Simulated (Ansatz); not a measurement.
Consider the ligand exchange at a Li–S bond: `[Li][S]C` + `C[Si](C)(C)O` → `[Li][O][Si](C)(C)C` + CH₃SH.

Gas-phase electronic energies from Ansatz, PBE0-D4/def2-TZVP geometries. CCSD(T)/CBS adds triple-zeta CCSD(T) − MP2 to the extrapolated MP2 energy (def2 sets, frozen cores). This one scheme is used for every species. DFT in def2-TZVPP. B3LYP here is the variant with VWN-RPA as its local correlation; programs differ in this. HSE06 is defined as in plane-wave codes. For Li outer-core shells are correlated without core-valence functions, which leaves a few kJ/mol of doubt a bond. One conformer a species, not always the lowest.

`[Li][S]C`:

```xyz
6

Li    1.318   -2.170    0.576
S    -0.500   -1.056    0.646
C    -0.233    0.548   -0.177
H     0.103    0.428   -1.209
H    -1.180    1.089   -0.196
H     0.492    1.162    0.360
```

`C[Si](C)(C)O`:

Cartesian coordinates in Å:
```
C 0.671 -1.285 1.019
Si 0.239 0.159 -0.089
C -0.825 -0.443 -1.504
C -0.625 1.500 0.871
O 1.620 0.875 -0.668
H 1.204 -2.066 0.469
H -0.231 -1.739 1.440
H 1.306 -0.966 1.849
H -0.313 -1.212 -2.091
H -1.082 0.378 -2.178
H -1.757 -0.880 -1.135
H -1.560 1.134 1.303
H -0.860 2.349 0.225
H 0.005 1.861 1.687
H 2.208 0.335 -1.197
```

`[Li][O][Si](C)(C)C`:

```xyz
15

Li    2.259    0.387    2.686
O     1.226    0.210    1.457
Si    0.199    0.034    0.237
C     0.938    0.662   -1.378
C    -1.396    0.989    0.539
C    -0.262   -1.774   -0.016
H     1.195    1.723   -1.303
H     0.243    0.545   -2.215
H     1.854    0.116   -1.626
H    -2.101    0.874   -0.290
H    -1.892    0.641    1.450
H    -1.194    2.058    0.658
H    -0.732   -2.186    0.882
H    -0.963   -1.902   -0.847
H     0.625   -2.376   -0.233
```

CH₃SH:

```xyz
6

C    -0.117   -0.068    0.472
S     0.970   -0.110   -0.970
H    -0.425    0.949    0.711
H     0.469   -0.457    1.305
H    -0.990   -0.705    0.334
H     0.093    0.391   -1.853
```

| level | ΔE (kcal/mol) | difference from CCSD(T)/CBS |
| --- | --- | --- |
| LDA (SPW92) | -8.8 | 0.3 |
| revPBE-D4 | -8.8 | 0.3 |
| BLYP-D4 | -11.1 | -2.0 |
| r2SCAN-D4 | -8.7 | 0.4 |
| B97M-V | -8.7 | 0.4 |
| PBE0-D4 | -7.7 | 1.4 |
| B3LYP-D4 | -10.2 | -1.1 |
| r2SCANh-D4 | -8.4 | 0.7 |
| r2SCAN0-D4 | -7.9 | 1.2 |
| HSE06-D4 | -7.6 | 1.5 |
| BHLYP-D4 | -9.3 | -0.2 |
| CAM-B3LYP-D4 | -10.5 | -1.4 |
| ωB97X-V | -8.8 | 0.3 |
| ωB97M-V | -8.8 | 0.3 |
| B2PLYP | -10.0 | -0.9 |
| PBE | -8.4 | 0.7 |
| revPBE | -7.9 | 1.2 |
| BLYP | -10.5 | -1.4 |
| r2SCAN | -8.6 | 0.5 |
| PBE0 | -7.4 | 1.7 |
| B3LYP | -9.7 | -0.6 |
| r2SCANh | -8.3 | 0.8 |
| HSE06 | -7.3 | 1.8 |
| BHLYP | -9.0 | 0.1 |
| CAM-B3LYP | -10.2 | -1.1 |
| LC-ωPBE | -8.5 | 0.6 |
| RPA@PBE/def2-TZVPP | -10.7 | -1.6 |
| HF/def2-SVP | -9.0 | 0.1 |
| CCSD/def2-SVP | -14.2 | -5.1 |
| CCSD(T)/def2-SVP | -14.5 | -5.4 |
| MP2/def2-TZVPP | -9.7 | -0.6 |
| SCS-MP2/def2-TZVPP | -10.3 | -1.2 |
| CCSD/def2-TZVPP | -9.5 | -0.4 |
| CCSD(T)/def2-TZVPP | -9.7 | -0.6 |
| HF/def2-QZVPP | -7.2 | 1.9 |
| MP2/def2-QZVPP | -9.5 | -0.4 |
| SCS-MP2/def2-QZVPP | -9.9 | -0.8 |
| HF/CBS(def2) | -7.2 | 1.9 |
| MP2/CBS(def2) | -9.2 | -0.1 |
| CCSD/CBS(def2) | -8.9 | 0.2 |
| CCSD(T)/CBS | -9.1 | 0 |

Largest T1 diagnostic among the species: 0.011.

From BLYP to BHLYP (50 % exact exchange), in def2-TZVPP and without D4, ΔE moves by +1.6 kcal/mol. At CCSD(T), def2-SVP lies −5.4 kcal/mol from the extrapolated value and def2-TZVPP −0.6 kcal/mol. Leaving LDA and LC-ωPBE aside and taking each functional with its dispersion term where it has one, the values spread over 3.6 kcal/mol, from BLYP-D4 to HSE06-D4.
